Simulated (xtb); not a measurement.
xtb input:

```bash
xtb mol.xyz --gfn 2 --ohess tight --chrg 1 --uhf 0
```
mol.xyz:
```
7

O     -0.28562449    -1.95462012     0.51495000
B      0.21629128    -0.78034607     0.23523473
O      1.69419203    -0.89753690     0.32312438
Br    -0.47309789     0.91340663    -0.29154406
H     -1.29192439    -2.02363484     0.54111842
H      2.33696595    -0.12775091     0.06333815
H      2.14458022    -1.71623039     0.52094583
```

Question: What final total energy does it print?

Answer: -14.60598 Eh (GFN2-xTB).

It need not be the lowest isomer of its formula.
